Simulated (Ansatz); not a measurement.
Which is lower?

The two ends of one reaction step of BH₄SBr, closed shell (PBE0-D4/def2-TZVP).

A:

B1  (-0.976, -0.655, 0.608)
Br2  (1.835, 0.619, -2.601)
H3  (-0.898, -1.817, 0.362)
H4  (-1.994, -0.044, 0.547)
H5  (1.400, 0.382, -1.258)
S6  (0.539, 0.129, 1.087)
H7  (0.094, 1.387, 1.254)
(Å)

B:

```xyz
7
angstrom
B -0.6046 -0.4972 -0.3135
Br 0.0137 0.2573 -2.0542
H -0.3637 -1.6653 -0.1865
H -1.7083 -0.1432 -0.0044
H 1.7278 0.1484 0.6236
S 0.4921 0.2989 1.1373
H 0.4430 1.6011 0.7977
```

Computed with Ansatz 0.2.0 (basis: def2-TZVPP); correlated methods freeze the cores. Filled d shells of the heavier atoms are correlated. The def2 sets are not built for correlating such inner shells, so the correlated values are less sure here. B3LYP uses VWN-RPA correlation.

Problem. Which structure is lower at CCSD(T), and by how much? (To be estimated.)

Solution. Computed: B, by 5.28 kcal/mol (electronic energy, against the other). By their contacts, A is a complex of BH₃S ([BH2][SH]) + HBr and B is BH₄SBr ([SH2][BH2][Br]).

Problem. Do the other methods give the same order? (A judgement: the text doesn't fix the answer.)

Solution. By the calculation: Not all: HF gives the other order.

```
      method  E(B) − E(A) (kcal/mol)
       SPW92                  -13.57
      PBE-D4                   -8.21
     BLYP-D4                   -3.68
   r2SCAN-D4                   -7.63
      B97M-V                   -3.97
     PBE0-D4                   -8.56
    B3LYP-D4                   -4.39
  r2SCAN0-D4                   -8.14
    BHLYP-D4                   -4.65
CAM-B3LYP-D4                   -4.85
     wB97X-V                   -6.66
     wB97M-V                   -6.51
      B2PLYP                   -4.18
    PBE-QIDH                   -8.45
  RPA on PBE                   -4.06
          HF                    1.45
         MP2                   -7.26
        CCSD                   -4.48
     CCSD(T)                   -5.28
```

No T1 diagnostic of these runs exceeds 0.011.

Labels in which every atom is bracketed show which atoms are joined, not bond orders.

For scale, one of the runs: CCSD(T)/def2-TZVPP, 177 basis functions (an equivalent command: `ansatz run in.yaml --threads 2`). Hardware: 2 CPU threads, shared host. Wall time 31 s; peak host memory 1.7 GiB.
